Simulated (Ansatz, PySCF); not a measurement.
System: GeH (charge +1, singlet). 
Structure (B3LYP-D3(BJ)/def2-TZVP (Ansatz, a quantum-chemistry and plane-wave program) minimum search):
```
Ge
H 1 1.5926
```
Charge +1, spin multiplicity 1.

Total electronic energies in hartree. Valence correlation only, unless marked. Spin-orbit coupling is left out. The frozen core is the preceding noble-gas configuration, with the filled d and f shells of earlier blocks. Non-relativistic. FCI takes restricted orbitals. CBS marks a two-point X^-3 extrapolation of the correlation energy; Hartree-Fock from the larger set (for Q and 5 zeta extrapolated as (X+1)exp(-9√X)).

| level | program | energy (Eh) |
|---|---|---|
| HF/aug-cc-pVDZ | Ansatz | -2075.59622 |
| SVWN5/def2-TZVPD | Ansatz | ? |
| TPSS-D3(BJ)/def2-TZVPD | PySCF + dftd3 | -2077.21290 |
| PBE0/def2-SVP | Ansatz | -2076.71288 |
| RPA@PBE/cc-pVTZ | Ansatz | -2075.80137 |
| MP2/aug-cc-pVQZ | Ansatz | -2075.73866 |
| SCS-MP2/6-31G | Ansatz | -2075.32578 |
| SCS-MP2/aug-cc-pVTZ | Ansatz | -2075.74193 |
| SCS-MP2/def2-TZVPP | Ansatz | -2075.70119 |
| SCS-MP2/cc-pV5Z | Ansatz | -2075.75112 |
| CCSD/CBS(aug-cc-pVTZ,aug-cc-pVQZ) | Ansatz | -2075.7586 |
| CCSD(T)/def2-TZVPP | Ansatz | -2075.71259 |
| FCI/cc-pVDZ | Ansatz | -2075.67185 |
| CCSD(T)/CBS(def2-TZVPPD,def2-QZVPPD) | Ansatz | -2075.7597 |
| CCSD(T)/CBS(cc-pVQZ,cc-pV5Z) | Ansatz | -2075.7605 |

### Question
Some entries are withheld; supply them.

### Answer

- SVWN5/def2-TZVPD, energy (Eh): -2074.06936
